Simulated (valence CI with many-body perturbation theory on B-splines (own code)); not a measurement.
E1 line list for Ce⁴³⁺

Method: relativistic CI+MBPT: five valence electrons over a frozen Dirac-Fock core [Ne], a basis of 11 s, 11 p, 10 d, 8 f, 5 g, 2 h functions for each j, with the one-electron correlation potential Σ1 (screened to all orders), the two-electron term Σ2, the three-electron term Σ3, Breit, model QED; selected single and double excitations, second order for the rest, scaled by the run's own slope (own B-spline code, finite nucleus).

No measured spectrum was set against this ion. As an estimate, large intervals hold to a few tenths of a per cent, small ones and those within an open d or f shell to about a per cent. Among the levels kept, up to 3200 cm⁻¹ of a level comes from second order outside the variational space, and about a tenth of that is noise between levels of different J, which matters for small intervals.

Lines 151 to 200 of 564 in falling wavelength, among levels below 48.089 Ry, chosen from the strongest by gf and those to the six lowest levels. Wavelengths and rates use the calculated energies. Electric multipoles are in the length gauge, E1 and E2 with the static RPA response of the core. Weak lines are less certain than strong ones. Lines between different terms over intervals too small for the method are left out, as are lines whose strength nearly cancels. Where a level lies close to another of its J and parity, the split of strength between their lines is uncertain. The highest levels of a list are the least certain.

Levels are named by their leading jj configuration (3d3/2^4 stands for four electrons in 3d with j = 3/2), which in mixed levels can hold well under half, so a name can repeat and another be missing. Letters in brackets count levels of one name in rising energy.

```tsv
λ vac (nm)	Upper	Lower	A (s⁻¹)	log gf	Branch %
5.811	(3s 3p1/2 3p3/2^2 3d5/2) J=7/2 [e]	(3s 3p1/2 3p3/2^3) J=5/2	1.92e+11	-0.11	37.7
5.806	(3s 3p1/2^2 3d5/2^2) J=3/2	(3s 3p1/2^2 3p3/2 3d5/2) J=3/2 [a]	4.97e+10	-1.00	30.7
5.784	(3s 3p1/2^2 3d5/2^2) J=7/2	(3s 3p1/2^2 3p3/2 3d5/2) J=5/2 [a]	2.02e+10	-1.09	13.1
5.779	(3s 3p1/2 3p3/2^2 3d3/2) J=3/2 [c]	(3s^2 3p1/2 3p3/2 3d5/2) J=3/2 [a]	3.89e+10	-1.11	9.2
5.776	(3s^2 3p3/2 3d3/2 3d5/2) J=7/2 [c]	(3s^2 3p3/2^2 3d3/2) J=7/2	2.17e+10	-1.06	4.3
5.771	(3s 3p1/2 3p3/2^2 3d5/2) J=3/2 [b]	(3s 3p1/2 3p3/2^3) J=3/2 [a]	1.77e+11	-0.45	33.1
5.770	(3s 3p1/2 3p3/2^2 3d3/2) J=5/2 [b]	(3s^2 3p1/2 3p3/2 3d3/2) J=3/2 [b]	5.25e+10	-0.80	7.3
5.759	(3s^2 3p1/2 3p3/2 3d5/2) J=3/2 [b]	(3s^2 3p1/2 3p3/2^2) J=5/2	3.12e+10	-1.21	22.8
5.759	(3s 3p1/2 3p3/2^2 3d5/2) J=5/2 [c]	(3s 3p1/2 3p3/2^3) J=3/2 [a]	1.92e+11	-0.24	42.5
5.755	(3s 3p1/2 3p3/2^2 3d3/2) J=7/2 [b]	(3s^2 3p1/2 3p3/2 3d5/2) J=5/2 [a]	1.92e+10	-1.12	3.9
5.752	(3s^2 3p3/2 3d3/2 3d5/2) J=7/2 [c]	(3s^2 3p3/2^2 3d3/2) J=5/2	1.15e+11	-0.34	23.0
5.747	(3s 3p1/2 3p3/2^2 3d5/2) J=9/2 [b]	(3s^2 3p1/2 3p3/2 3d5/2) J=7/2 [a]	4.55e+10	-0.65	32.7
5.734	(3s 3p1/2 3p3/2^2 3d5/2) J=3/2 [e]	(3s 3p1/2 3p3/2^3) J=3/2 [b]	1.18e+11	-0.63	15.6
5.732	(3s^2 3p3/2 3d3/2 3d5/2) J=9/2 [b]	(3s^2 3p3/2^2 3d5/2) J=7/2	3.93e+10	-0.71	5.0
5.727	(3s 3p1/2 3p3/2^2 3d5/2) J=9/2 [c]	(3s^2 3p1/2 3p3/2 3d5/2) J=7/2 [a]	2.89e+10	-0.85	21.0
5.721	(3s 3p1/2 3p3/2^2 3d5/2) J=3/2 [e]	(3s 3p1/2 3p3/2^3) J=1/2	3.61e+11	-0.15	47.6
5.718	(3s 3p1/2^2 3d5/2^2) J=9/2	(3s 3p1/2^2 3p3/2 3d5/2) J=9/2	3.11e+10	-0.82	22.8
5.717	(3s^2 3p3/2 3d3/2 3d5/2) J=5/2 [c]	(3s^2 3p3/2^2 3d3/2) J=3/2 [a]	1.27e+11	-0.43	12.7
5.714	(3s 3p1/2^2 3p3/2 3d3/2) J=5/2 [a]	(3s^2 3p1/2^2 3d3/2) J=3/2	5.58e+08	-2.79	3.1
5.705	(3s 3p1/2 3p3/2^2 3d5/2) J=5/2 [e]	(3s 3p1/2 3p3/2^3) J=5/2	2.80e+11	-0.09	52.3
5.697	(3s 3p1/2^2 3p3/2 3d3/2) J=5/2 [b]	(3s^2 3p1/2^2 3d5/2) J=5/2	2.82e+09	-2.08	1.2
5.692	(3s 3p1/2 3p3/2^3) J=3/2 [a]	(3s^2 3p1/2 3p3/2^2) J=1/2	2.89e+10	-1.25	10.1
5.691	(3s 3p1/2^2 3p3/2 3d5/2) J=7/2 [b]	(3s 3p1/2^2 3p3/2^2) J=5/2	1.04e+11	-0.39	43.9
5.686	(3s^2 3p3/2^2 3d5/2) J=3/2	(3s^2 3p3/2^3) J=3/2	3.03e+11	-0.23	91.6
5.681	(3s^2 3p3/2 3d3/2 3d5/2) J=5/2 [c]	(3s^2 3p3/2^2 3d3/2) J=5/2	7.43e+10	-0.67	7.4
5.673	(3s^2 3p1/2 3d5/2^2) J=3/2	(3s^2 3p1/2 3p3/2 3d5/2) J=3/2 [a]	8.97e+10	-0.76	31.2
5.672	(3s 3p1/2^2 3p3/2 3d3/2) J=3/2 [a]	(3s^2 3p1/2^2 3d3/2) J=3/2	4.35e+09	-2.08	15.7
5.661	(3s 3p1/2^2 3d3/2 3d5/2) J=7/2 [b]	(3s 3p1/2^2 3p3/2 3d3/2) J=7/2	2.10e+10	-1.09	17.3
5.640	(3s^2 3p3/2 3d3/2 3d5/2) J=1/2 [b]	(3s^2 3p3/2^2 3d3/2) J=3/2 [b]	7.24e+10	-1.16	9.4
5.631	(3s 3p1/2 3p3/2^2 3d3/2) J=7/2 [b]	(3s^2 3p1/2 3p3/2 3d3/2) J=5/2 [b]	3.78e+10	-0.84	7.7
5.625	(3s 3p1/2^2 3d3/2 3d5/2) J=5/2 [b]	(3s 3p1/2^2 3p3/2 3d3/2) J=5/2 [a]	4.41e+10	-0.90	34.1
5.624	(3s^2 3p3/2 3d3/2 3d5/2) J=3/2 [b]	(3s^2 3p3/2^2 3d3/2) J=3/2 [a]	6.84e+10	-0.89	6.8
5.617	(3s 3p1/2 3p3/2^2 3d5/2) J=11/2	(3s^2 3p1/2 3p3/2 3d5/2) J=9/2	5.67e+10	-0.49	84.9
5.615	(3s 3p1/2 3p3/2^2 3d3/2) J=3/2 [d]	(3s^2 3p1/2 3p3/2 3d3/2) J=1/2 [b]	4.45e+10	-1.08	6.4
5.612	(3s^2 3p1/2 3p3/2 3d5/2) J=5/2 [b]	(3s^2 3p1/2 3p3/2^2) J=3/2	2.83e+11	-0.10	81.7
5.611	(3s 3p1/2 3p3/2^2 3d3/2) J=5/2 [b]	(3s^2 3p1/2 3p3/2 3d3/2) J=5/2 [b]	2.64e+10	-1.13	3.7
5.610	(3p1/2^2 3p3/2^2 3d3/2) J=7/2	(3s 3p1/2^2 3p3/2 3d5/2) J=7/2 [a]	1.99e+10	-1.12	4.7
5.605	(3s^2 3p3/2 3d3/2 3d5/2) J=9/2 [b]	(3s^2 3p3/2^2 3d3/2) J=7/2	3.82e+11	0.25	48.4
5.602	(3s 3p1/2 3p3/2^2 3d3/2) J=7/2 [a]	(3s^2 3p1/2 3p3/2 3d3/2) J=7/2	1.51e+10	-1.25	12.5
5.596	(3s 3p1/2 3p3/2^2 3d3/2) J=5/2 [a]	(3s^2 3p1/2 3p3/2 3d3/2) J=3/2 [a]	9.81e+10	-0.56	46.0
5.594	(3s 3p1/2 3p3/2^2 3d5/2) J=7/2 [a]	(3s^2 3p1/2 3p3/2 3d3/2) J=5/2 [a]	2.04e+10	-1.12	9.3
5.590	(3s^2 3p3/2 3d3/2 3d5/2) J=3/2 [b]	(3s^2 3p3/2^2 3d3/2) J=5/2	3.47e+10	-1.19	3.4
5.576	(3s^2 3p3/2^2 3d5/2) J=5/2 [b]	(3s^2 3p3/2^3) J=3/2	4.10e+11	0.06	98.3
5.568	(3p1/2^2 3p3/2^2 3d3/2) J=5/2	(3s 3p1/2^2 3p3/2 3d5/2) J=5/2 [a]	3.20e+10	-1.05	10.9
5.561	(3s 3p1/2 3p3/2^2 3d3/2) J=5/2 [a]	(3s^2 3p1/2 3p3/2 3d3/2) J=5/2 [a]	6.77e+10	-0.73	31.8
5.560	(3s 3p1/2 3p3/2^2 3d5/2) J=3/2 [d]	(3s 3p1/2 3p3/2^3) J=5/2	1.22e+11	-0.64	16.7
5.545	(3s 3p1/2 3p3/2^2 3d3/2) J=3/2 [e]	(3s^2 3p1/2 3p3/2 3d3/2) J=1/2 [b]	5.38e+10	-1.00	6.7
5.541	(3s 3p1/2^2 3p3/2 3d5/2) J=5/2 [a]	(3s^2 3p1/2^2 3d5/2) J=5/2	5.77e+10	-0.80	56.0
5.529	(3s^2 3p1/2 3p3/2 3d5/2) J=3/2 [b]	(3s^2 3p1/2 3p3/2^2) J=3/2	2.02e+10	-1.43	14.8
5.527	(3s 3p1/2^2 3p3/2^2) J=5/2	(3s^2 3p1/2^2 3p3/2) J=3/2	9.38e+10	-0.59	89.6
```
